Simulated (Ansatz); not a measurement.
`CO[SiH](F)[SiH3]` + HCl → `F[SiH]([SiH3])Cl` + CH₃OH at 700 K and 1 bar (ligand exchange at the Si–O bond).

Computed with Ansatz on PBE0-D4/def2-TZVP structures; ΔE is electronic, products minus reactants. CBS: MP2 limit from def2 TZ/QZ plus the TZ coupled-cluster correction, frozen cores. This one scheme is used for every species. Each species was taken in one conformer, which may not be the lowest.

```csv
species,CCSD(T)/CBS energy (Eh),H − E (kJ/mol),S (J/(mol·K))
`CO[SiH](F)[SiH3]`,-795.47815,298.9,517.4
HCl,-460.38127,38.4,211.8
`F[SiH]([SiH3])Cl`,-1140.23962,170.5,447.7
CH₃OH,-115.61712,170.8,288.5
```

H − E and S are ideal-gas, rigid-rotor, harmonic terms from PBE0-D4/def2-TZVP, for one conformer and one mirror image of each species. 1 Eh = 2625.50 kJ/mol, R = 8.31446 J/(mol·K).

By hand: ΔE, ΔH, ΔS and ΔG.

ΔE = (-1140.23962) + (-115.61712) − (-795.47815) − (-460.38127) = 0.00268 Eh = 7.0 kJ/mol. Δ(H − E) = 170.5 + 170.8 − 298.9 − 38.4 = 4.0, so ΔH = 11.0 kJ/mol. ΔS = 447.7 + 288.5 − 517.4 − 211.8 = 7.0 J/(mol·K). ΔG = 11.0 − 700 × (7.0)/1000 = 6.1 kJ/mol.

By hand: the equilibrium constant, and the temperature at which ΔG would vanish if ΔH and ΔS stayed fixed.

log₁₀ K = −ΔG/(RT ln 10) = -0.5. ΔG = 0 at ΔH/ΔS = 1571 K, though so small a ΔS makes that figure unsure.

TΔS isn't small against ΔH here. A doubt of 5 kJ/mol in ΔE shifts log₁₀ K by 0.4 here. Other conformers and mirror images would add mixing entropy, several J/(mol·K) or more a flexible species. These are equilibria of isolated gas molecules and say nothing of rates. Largest T1 diagnostic: 0.012 (customary marks: 0.02 for closed shells, 0.045 for open ones).
